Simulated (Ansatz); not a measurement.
Isolated molecules relaxed with PBE0-D4/def2-TZVP in Ansatz; ΔE leaves out vibrations. CCSD(T)/CBS adds triple-zeta CCSD(T) − MP2 to the extrapolated MP2 energy (def2 sets, frozen cores). This one scheme is used for every species. DFT in def2-TZVPP. B3LYP here is the variant with VWN-RPA as its local correlation; programs differ in this. HSE06 is defined as in plane-wave codes. def2 core potentials past Kr. For Br, Sn outer-core shells are correlated without core-valence functions, which leaves a few kJ/mol of doubt a bond. Scalar relativity is left out up to krypton. Each species was taken in one conformer, which may not be the lowest.

`C[O][SnH2][CH]=N` + HBr → `C[O][SnH2][Br]` + `C=N`  (ligand exchange at the Sn–C bond)

```tsv
level	ΔE (kJ/mol)	difference from CCSD(T)/CBS
LDA (SPW92)	-113.5	20.8
PBE-D4	-123.6	10.7
revPBE-D4	-121.9	12.4
r2SCAN-D4	-131.2	3.1
B97M-V	-133.9	0.4
PBE0-D4	-131.9	2.4
B3LYP-D4	-131.5	2.8
r2SCANh-D4	-133.4	0.9
HSE06-D4	-132.2	2.1
BHLYP-D4	-142.7	-8.4
CAM-B3LYP-D4	-131.6	2.7
ωB97X-V	-134.1	0.2
ωB97M-V	-132.7	1.6
PBE-QIDH	-135.5	-1.2
PBE	-125.2	9.1
revPBE	-128.3	6.0
BLYP	-128.1	6.2
r2SCAN	-131.9	2.4
PBE0	-133.3	1.0
r2SCANh	-134.1	0.2
r2SCAN0	-137.2	-2.9
BHLYP	-143.2	-8.9
CAM-B3LYP	-132.8	1.5
LC-ωPBE	-132.7	1.6
RPA@PBE/def2-TZVPP	-120.0	14.3
HF/def2-SVP	-151.5	-17.2
MP2/def2-SVP	-133.9	0.4
CCSD/def2-SVP	-131.8	2.5
CCSD(T)/def2-SVP	-128.4	5.9
HF/def2-TZVPP	-159.1	-24.8
MP2/def2-TZVPP	-129.5	4.8
SCS-MP2/def2-TZVPP	-131.5	2.8
CCSD/def2-TZVPP	-129.3	5.0
CCSD(T)/def2-TZVPP	-125.4	8.9
HF/def2-QZVPP	-160.1	-25.8
MP2/def2-QZVPP	-135.0	-0.7
SCS-MP2/def2-QZVPP	-136.6	-2.3
HF/CBS(def2)	-160.3	-26.0
MP2/CBS(def2)	-138.4	-4.1
CCSD/CBS(def2)	-138.3	-4.0
CCSD(T)/CBS	-134.3	0
```

What do rigid-rotor, harmonic-oscillator terms from PBE0-D4/def2-TZVP frequencies (298.15 K, 1 bar) make of the CCSD(T)/CBS value? (An estimate is asked.)

Ansatz gave: ΔZPE = +11.0 kJ/mol, ΔH = -125.0 kJ/mol, ΔS = 8 J/(mol·K), ΔG = -127.4 kJ/mol. Modes under 50 cm⁻¹ make the entropy rough.

Largest T1 diagnostic among the species: 0.014.

At CCSD(T), def2-SVP lies +5.9 kJ/mol from the extrapolated value and def2-TZVPP +8.9 kJ/mol. From BLYP to BHLYP (50 % exact exchange), in def2-TZVPP and without D4, ΔE moves by −15.1 kJ/mol. Leaving LDA and LC-ωPBE aside and taking each functional with its dispersion term where it has one, the values spread over 20.8 kJ/mol, from BHLYP-D4 to revPBE-D4. LDA lies +11.8 kJ/mol from PBE without D4.
